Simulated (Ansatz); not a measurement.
Program: Ansatz.

The input (input.yaml):

```yaml
crystal:
  periodic: [false, false, false]
  atoms:
    - { symbol: Ga, position_ang: [0.00228, -0.171608, 0.105686] }
    - { symbol: "N", position_ang: [-0.03006, 0.036305, 1.90082] }
    - { symbol: H, position_ang: [-0.867234, 0.14631, 2.449257] }
    - { symbol: H, position_ang: [0.803443, 0.044843, 2.467543] }
    - { symbol: O, position_ang: [1.669986, -0.352779, -0.525237] }
    - { symbol: H, position_ang: [1.727287, -0.46377, -1.478577] }
    - { symbol: H, position_ang: [-1.265202, -0.191202, -0.799392] }
basis:
  gaussian: { orbitals: def2-mTZVP }
hamiltonian:
  xc: pbe0
  dispersion: d4
md:
  timestep: 1.0
  n_steps: 25
  ensemble: NVE
  temperature: 500.0
  initial_velocities: maxwell_boltzmann
  seed: 411495
```

Launched with:

```bash
$ ansatz run input.yaml --threads 1 --pin off --max-ram 2048MiB --backend cpu --events-out ev --progress --plain --runs-dir out
```

**Question.** What does the program answer?

**Answer.** The program refused the input.

```
Error: YAML parse error: error: line 19 column 13: unknown variant `NVE`, expected one of nve, nve_milne, nvt_langevin, nvt_nose_hoover, npt_langevin
  --> <input>:19:13
   |
17 |   timestep: 1.0
18 |   n_steps: 25
19 |   ensemble: NVE
   |             ^ unknown variant `NVE`, expected one of nve, nve_milne, nvt_langevin, nvt_nose_hoover, npt_langevin
20 |   temperature: 500.0
21 |   initial_velocities: maxwell_boltzmann
```
